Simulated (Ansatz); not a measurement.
Gas-phase electronic energies from Ansatz, PBE0-D4/def2-TZVP geometries. CCSD(T)/CBS is the MP2 limit (def2-TZVPP, def2-QZVPP) plus CCSD(T) − MP2 in def2-TZVPP, frozen cores. DFT in def2-TZVPP. HSE06 is defined as in plane-wave codes. For Ga outer-core shells are correlated without core-valence functions, which leaves a few kJ/mol of doubt a bond. Scalar relativity is left out up to krypton. Each species was taken in one conformer, which may not be the lowest.

`[SiH3][SiH2][GaH2]` + `[OH][Ga]([F])[F]` → `[F][Ga]([F])[O][SiH3]` + `[SiH3][GaH2]`  (cleavage of the Si–Si bond)

`[SiH3][SiH2][GaH2]`:

Cartesian coordinates in Å:
```
Si -0.929 -1.051 -1.067
Si 0.986 -0.078 -0.133
Ga 0.319 1.489 1.566
H -0.584 -2.030 -2.133
H -1.797 0.005 -1.656
H -1.707 -1.754 -0.011
H 1.835 -1.173 0.418
H 1.745 0.584 -1.233
H 0.133 1.025 3.056
H 0.000 2.983 1.193
```

`[OH][Ga]([F])[F]`:

Z-matrix (Å, degrees):
```
Ga
O 1 1.757
F 1 1.738 2 122.0
F 1 1.728 2 120.8 3 -180.0
H 2 0.961 1 112.9 3 -0.0
```

`[F][Ga]([F])[O][SiH3]`:

Cartesian coordinates in Å:
```
F -0.116 1.270 -2.347
Ga -0.718 -0.170 -1.592
F -1.722 -1.205 -2.543
O -0.335 -0.575 0.060
Si 0.530 0.038 1.317
H 0.058 1.406 1.656
H 1.974 0.097 0.971
H 0.330 -0.862 2.478
```

`[SiH3][GaH2]`:

```xyz
7

Si   -0.932    0.447    0.057
Ga    1.240   -0.602   -0.039
H    -0.838    1.861    0.514
H    -1.882   -0.267    0.954
H    -1.526    0.459   -1.312
H     2.478    0.189   -0.603
H     1.459   -2.087    0.429
```

```csv
level,ΔE (kcal/mol),difference from CCSD(T)/CBS
LDA (SPW92),-13.8,6.2
BLYP-D4,-18.3,1.7
B97M-V,-18.5,1.5
r2SCAN0-D4,-19.1,0.9
ωB97M-V,-20.7,-0.7
HSE06,-15.9,4.1
CCSD/def2-SVP,-20.7,-0.7
CCSD(T)/def2-SVP,-20.0,0.0
HF/CBS(def2),-29.0,-9.0
MP2/CBS(def2),-21.1,-1.1
CCSD(T)/CBS,-20.0,0
```

Largest T1 diagnostic among the species: 0.015.

Leaving LDA and LC-ωPBE aside and taking each functional with its dispersion term where it has one, the values, not all of them listed here, spread over 9.9 kcal/mol, from BHLYP-D4 to PBE-D4. From PBE to PBE0 (25 % exact exchange), in def2-TZVPP and without D4, ΔE moves by −2.4 kcal/mol.
